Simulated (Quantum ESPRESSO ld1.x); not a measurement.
Values are calculated unless marked as measured or tabulated.
Problem. The aim is neutral hafnium in [Xe] 4f14 5d2 6s2. This ld1.x (Quantum ESPRESSO 7.5) run was made with `OMP_NUM_THREADS=1 ld1.x < ld1.in > ld1.out`. Can the result be used? Name any fault.

```
 &input
    zed=72.0,
    iswitch=5,
    rel=1,
    lsd=1,
    dft='SLA-VWN',
    config='[Xe] 4f14 5d2 6s2',
    prefix='ld1',
    max_out_wfc=37,
    file_charge='ld1.rho',
 /
```

Output (excerpt):

```
     Program LD1 v.7.5 starts

 %%%%%%%%%%%%%%%%%%%%%%%%%%%%%%%%%%%%%%%%%%%%%%%%%%%%%%%%%%%%%%%%%%%%%%%%%%%%%%
     Error in routine ld1_readin (1):
     wrong iswitch
 %%%%%%%%%%%%%%%%%%%%%%%%%%%%%%%%%%%%%%%%%%%%%%%%%%%%%%%%%%%%%%%%%%%%%%%%%%%%%%

     stopping ...
```

Solution. No (refused). The line at issue: iswitch=5. The program stops in ld1_readin with "wrong iswitch": iswitch takes 1 to 4. The sound input gives -15069.248 hartree.
